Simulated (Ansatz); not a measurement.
The same molecule with X = O, S, Se. Ansatz, PBE0-D4/def2-TZVP geometries, multiplicity 2. Each molecule was computed in one conformer, which needn't be the lowest.

Scalar relativity is left out up to krypton.

```json
{"X": "S", "molecule": "`F[SiH]S`•", "mean X–H bond length / Å": "1.344", "mean X–Si bond length / Å": "2.122", "zero-point energy (PBE0-D4/def2-TZVP) / kJ/mol": "53.2", "ideal-gas entropy at 298 K and 1 bar (rigid rotor, harmonic PBE0-D4/def2-TZVP) / J/(mol·K)": "295", "size of the dipole moment (B3LYP/def2-TZVPP) / D": "1.05"}
{"X": "Se", "molecule": "`F[SiH][SeH]`•", "mean X–H bond length / Å": "1.470", "mean X–Si bond length / Å": "2.278", "zero-point energy (PBE0-D4/def2-TZVP) / kJ/mol": "48.9", "ideal-gas entropy at 298 K and 1 bar (rigid rotor, harmonic PBE0-D4/def2-TZVP) / J/(mol·K)": "314", "size of the dipole moment (B3LYP/def2-TZVPP) / D": "1.62"}
```

Task: Give the row for X = O, `O[SiH]F`•. (Best estimate.)

Result: Ansatz gave: 
```tsv
X	molecule	mean X–H bond length / Å	mean X–Si bond length / Å	zero-point energy (PBE0-D4/def2-TZVP) / kJ/mol	ideal-gas entropy at 298 K and 1 bar (rigid rotor, harmonic PBE0-D4/def2-TZVP) / J/(mol·K)	size of the dipole moment (B3LYP/def2-TZVPP) / D
O	`O[SiH]F`•	0.959	1.636	64.3	280	1.45
```

From O to Se the mean X–H bond length rises at each step, by 0.511 Å in all; the mean X–Si bond length rises at each step, by 0.642 Å in all; the zero-point energy (PBE0-D4/def2-TZVP) falls at each step, by 15.4 kJ/mol in all; the ideal-gas entropy at 298 K and 1 bar (rigid rotor, harmonic PBE0-D4/def2-TZVP) rises at each step, by 34 J/(mol·K) in all. Bonds lengthen as the atom grows down the group. Dipoles are sizes alone, and their direction can turn along the series.

B3LYP here is the variant with VWN-RPA as its local correlation; programs differ in this.
